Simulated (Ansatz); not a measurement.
(LiF)2 ring (Li₂F₂). Charge 0, multiplicity 3. Geometry r2SCAN-D4/def2-TZVP, that of the neutral singlet; atoms count from 1.

```csv
atom,x (Å),y (Å),z (Å)
Li1,0.4613,-0.3015,0.9751
F2,0.6314,-0.9793,-0.6013
Li3,-0.4613,0.3015,-0.9751
F4,-0.6314,0.9793,0.6013
```

At PBE0-D4/def2-TZVP a singlet of charge 0 lies 7.42 eV below the triplet at the same geometry.

(1) Estimate the Mulliken populations from the PBE0/def2-TZVP orbitals of Ansatz.

(2) Where does the spin sit?

(3) And the Mayer bond orders between bonded heavy atoms (over 0.3)?

Answers

(1) 
```json
{"atom": "Li1", "charge (e)": "0.35", "spin (α − β)": "0.50"}
{"atom": "F2", "charge (e)": "-0.35", "spin (α − β)": "0.50"}
{"atom": "Li3", "charge (e)": "0.35", "spin (α − β)": "0.50"}
{"atom": "F4", "charge (e)": "-0.35", "spin (α − β)": "0.50"}
```
Mulliken values and Mayer orders depend strongly on the basis.

(2) Summed by element: Li 1.00, F 1.00, of 2 unpaired in all. Largest on single atoms: F4 0.50, F2 0.50, Li1 0.50.

(3) Li1–Li3 0.51 (2.24 Å). Values over 0.3 also appear between atoms too far apart for a bond (F2–F4 0.46 at 2.62 Å); they arise where an orbital or an unpaired electron spreads over both atoms.
